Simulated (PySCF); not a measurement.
Does the structure fit the spectrum?

A compound C$_{6}$H$_{11}$FO$_{2}$Si gives the data below (simulated from a calculation) and was assigned the structure `CC/C(=C/[SiH2]CF)C(=O)O`.

¹³C{¹H} NMR (computed): δ 193.6 (C), 190.3 (CH), 131.0 (CH), 70.5 (CH), 27.3 (CH3, 2C).

¹H NMR (600 MHz, computed): δ 10.53 (m, 1H), 6.14 (m, 1H), 5.21 (m, 2H), 4.42 (sept, 1H), 1.37 (d, 6H).

Computed data (PySCF): shielding tensors at PBE0/pcSseg-1 (GIAO), coordinates at the GFN2-xTB level. Fast rotation and ring inversion assumed for equivalent nuclei, no relativistic terms, isolated molecule, one computed conformer.

Referencing at the same level of theory: ¹H (31.72 ppm) and ¹³C (186.93 ppm) against TMS.

Problem. Compare with the shifts computed for the proposed structure, pairing carbons in order of shift.

Solution. Structure with atom numbers: `[CH3:1][CH2:2]/[C:3](=[CH:4]/[SiH2:5][CH2:6][F:7])[C:8](=[O:9])[OH:10]` (H(Xn): hydrogen on atom n).

| atom | computed for proposal | given list | difference |
| --- | --- | --- | --- |
| C8 | 176.8 | 193.6 | -16.8 |
| C4 | 159.5 | 190.3 | -30.8 |
| C3 | 153.5 | 131.0 | +22.5 |
| C6 | 81.7 | 70.5 | +11.2 |
| C2 | 28.9 | 27.3 | +1.6 |
| C1 | 12.3 | 27.3 | -15.0 |

The rms difference is 18.6 ppm and the largest -30.8 ppm at C4 (β carbon of a C=C–C=O unit). The proposal also would give 6 carbon signals, not 5. The carbon types in order of shift don't match either: C, CH, C, CH2, CH2, CH3 for the proposal against C, CH, CH, CH, CH3, CH3 in the data. The proposal doesn't fit.

Problem. Which isomer fits?

Solution. `CC(C)O[SiH2]/C(F)=C/C=O`.

1. Carbon types of the structure: 1 × C, 3 × CH, 2 × CH3, leaving 2 H on heteroatoms.
2. δC 190.3: aldehyde carbonyl carbon; the double bond to the heteroatom, with no lone-pair donor beside it, deshields it most.
3. δC 131.0: α carbon of a C=C–C=O unit; the olefinic region.
4. δC 70.5: sp3 CH bonded to O; the inductive effect lowers its shielding.
5. δH 10.53: hydrogen on an aldehyde carbonyl carbon; deshielded by the polar, anisotropic C=O bond.

This is the structure that produced the data.

Splittings by ¹⁹F in the carbon and heteronuclear signals aren't shown, as no couplings were computed. Shifts are as computed. Against solution values, carbons near 30 ppm lie about +3 ppm off and those near 130 ppm about +5 ppm. Of 1309 compounds with measured shifts, 239 miss one by over three times the rms of a fit or turn the order of signals round; such compounds aren't used in these exercises. Multiplicities follow the n + 1 count of equivalent neighbours, as no J values were calculated; m marks all less simple cases, F and P coupling included.
